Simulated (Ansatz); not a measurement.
C$_{4}$H$_{10}$NO, charge +1, singlet, at a GFN2-xTB geometry; PBE/3-21G (Ansatz, a program for electronic structure).

Input for Ansatz:
Ansatz 0.2 input:
```yaml
crystal:
  periodic: [false, false, false]
  atoms:
    - {symbol: C, position_ang: [1.35318969, -1.38304803, 0.19838495]}
    - {symbol: C, position_ang: [0.69247415, -0.06727621, 0.02163416]}
    - {symbol: O, position_ang: [1.51357220, 0.93309928, -0.08627336]}
    - {symbol: N, position_ang: [-0.60044828, 0.09032128, -0.02349943]}
    - {symbol: C, position_ang: [-1.18757587, 1.41279900, -0.19617834]}
    - {symbol: C, position_ang: [-1.54727680, -0.99759834, 0.09160547]}
    - {symbol: H, position_ang: [2.42996786, -1.22935077, 0.20726151]}
    - {symbol: H, position_ang: [1.10486784, -2.06201411, -0.61632038]}
    - {symbol: H, position_ang: [1.05911353, -1.85003377, 1.13731653]}
    - {symbol: H, position_ang: [1.12078960, 1.81443394, -0.20457654]}
    - {symbol: H, position_ang: [-2.27011378, 1.31856385, -0.20177041]}
    - {symbol: H, position_ang: [-0.91500352, 2.07659711, 0.62728515]}
    - {symbol: H, position_ang: [-0.88655631, 1.85763975, -1.14725117]}
    - {symbol: H, position_ang: [-2.17234892, -1.02854537, -0.80168830]}
    - {symbol: H, position_ang: [-1.05139624, -1.95499888, 0.20488627]}
    - {symbol: H, position_ang: [-2.18962673, -0.82859368, 0.95686263]}
basis:
  gaussian:
    orbitals: 3-21G.json
    symmetry_tolerance_ang: 0.01
hamiltonian:
  xc: pbe
total_charge: 1
```
The basis file holds 3-21G in the JSON format of the Basis Set Exchange.

The log (banner, timings and long lists left out):

```
Functional definition: PBE
1067 factors; their error is unknown
mean field evaluation 1: about -7775.8712 eV, gradient 8.0e1 eV
mean field evaluation 2: about -7766.0950 eV, gradient 1.0e2 eV
mean field evaluation 4: about -7788.9966 eV, gradient 8.1e0 eV
mean field evaluation 8: about -7789.0130 eV, gradient 2.8e-1 eV
mean field evaluation 16: about -7789.0133 eV, gradient 3.9e-5 eV
a density is far from that of the atoms, so the factors are made again for it
1013 factors; integrals over basis functions are off by at most 6.8e-5 eV
mean field -7789.01064550 eV, -286.2408616412 hartree, gradient 1.6e-5 eV, S^2 0.000000; 0 other end points of the search recorded, 0 dependent functions left out
reference -7789.01067217 eV, -286.2408626213 hartree; 24, 24 occupied and 50, 50 virtual orbitals, 1013 factors
Total energy: -7789.01067217 eV, -286.2408626213 hartree
```
